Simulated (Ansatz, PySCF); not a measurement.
Input for Ansatz (a quantum-chemistry and plane-wave program):
Ansatz 0.2 input:
```yaml
crystal:
  periodic: [false, false, false]
  atoms:
    - {symbol: C, position_ang: [-1.16378327, 2.32077789, -0.05444850]}
    - {symbol: C, position_ang: [-0.20918460, 1.61039233, 0.46448743]}
    - {symbol: Si, position_ang: [0.17195920, -0.25332511, -0.23780180]}
    - {symbol: O, position_ang: [0.23081552, -0.04888493, -1.75200223]}
    - {symbol: O, position_ang: [-1.03336833, -0.98953057, 0.58055555]}
    - {symbol: C, position_ang: [-2.35345598, -0.98209564, 0.15310211]}
    - {symbol: O, position_ang: [1.42126644, -0.66730468, 0.71372810]}
    - {symbol: C, position_ang: [2.75347124, -0.53276168, 0.33469852]}
    - {symbol: H, position_ang: [-1.42283444, 3.29964269, 0.33355655]}
    - {symbol: H, position_ang: [-1.73379526, 1.99095718, -0.90701580]}
    - {symbol: H, position_ang: [0.43190449, 1.84288055, 1.29258962]}
    - {symbol: H, position_ang: [-2.42452562, -1.17284166, -0.91923206]}
    - {symbol: H, position_ang: [-2.88925905, -1.75808322, 0.70236234]}
    - {symbol: H, position_ang: [-2.81735583, -0.01255099, 0.36673452]}
    - {symbol: H, position_ang: [3.33276586, -1.29381403, 0.86055344]}
    - {symbol: H, position_ang: [3.12893806, 0.45592086, 0.61599108]}
    - {symbol: H, position_ang: [2.87473949, -0.65767598, -0.74160333]}
basis:
  gaussian:
    orbitals: STO-3G
magnetization: {spin_polarized: true, initial_magnetization: 1}
correlation: {method: ccsd_t, electrons: outside_noble_gas}
accuracy: high
```

Write the same job for PySCF.

This is not unique; one that fits is 
```python
from pyscf import gto, scf, cc

mol = gto.M(
    atom='''
C    -1.16378327    2.32077789   -0.05444850
C    -0.20918460    1.61039233    0.46448743
Si    0.17195920   -0.25332511   -0.23780180
O     0.23081552   -0.04888493   -1.75200223
O    -1.03336833   -0.98953057    0.58055555
C    -2.35345598   -0.98209564    0.15310211
O     1.42126644   -0.66730468    0.71372810
C     2.75347124   -0.53276168    0.33469852
H    -1.42283444    3.29964269    0.33355655
H    -1.73379526    1.99095718   -0.90701580
H     0.43190449    1.84288055    1.29258962
H    -2.42452562   -1.17284166   -0.91923206
H    -2.88925905   -1.75808322    0.70236234
H    -2.81735583   -0.01255099    0.36673452
H     3.33276586   -1.29381403    0.86055344
H     3.12893806    0.45592086    0.61599108
H     2.87473949   -0.65767598   -0.74160333
''',
    basis='sto-3g',
    spin=1,
    verbose=4,
)

mf = scf.UHF(mol)
mf.kernel()

mycc = cc.CCSD(mf, frozen=12)
mycc.kernel()
et = mycc.ccsd_t()
print('E(CCSD(T)) = %.10f' % (mycc.e_tot + et))
```

Both were run: Ansatz gave -662.368260 Eh and PySCF -662.368204 Eh, 0.056 mEh apart.
